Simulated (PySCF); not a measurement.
Isomers of C5H5NO3, one GFN2-xTB conformer each. Single-point energies are computed at PBE0/pcSseg-1 (PySCF, gas phase, no added dispersion term), electronic only.

```json
{"SMILES": "COC(=O)c1cnoc1", "GFN2-xTB relative energy (kJ/mol)": "0.0"}
{"SMILES": "COC(=O)c1ccon1", "GFN2-xTB relative energy (kJ/mol)": "11.5"}
```

Conformers: `[CH3:1][O:2][C:3](=[O:4])[c:5]1[cH:6][n:7][o:8][cH:9]1` with C1–O2–C3–O4 0°, O2–C3–C5–C6 0°; `[CH3:1][O:2][C:3](=[O:4])[c:5]1[cH:6][cH:7][o:8][n:9]1` with C1–O2–C3–O4 0°, O2–C3–C5–C6 180°.

Q: What does PBE0/pcSseg-1 give for the same structures?

A: 
```
        SMILES  PBE0/pcSseg-1 E (Eh)  PBE0/pcSseg-1 (kJ/mol)  GFN2-xTB (kJ/mol)  point group
COC(=O)c1cnoc1            -473.34491                     0.0                0.0           Cs
COC(=O)c1ccon1            -473.33953                    14.1               11.5           Cs
```

Both levels put the same isomer lowest. 

Q: Which frontier levels, dipoles and rotational constants go with these structures?

A: 
| SMILES | HOMO (eV, PBE0/pcSseg-1) | LUMO (eV) | dipole (D) | A, B, C (MHz) |
| --- | --- | --- | --- | --- |
| COC(=O)c1cnoc1 | -8.20 | -1.34 | 2.53 | 4737, 1035, 854.2 |
| COC(=O)c1ccon1 | -8.18 | -1.49 | 0.96 | 4762, 1064, 874.7 |
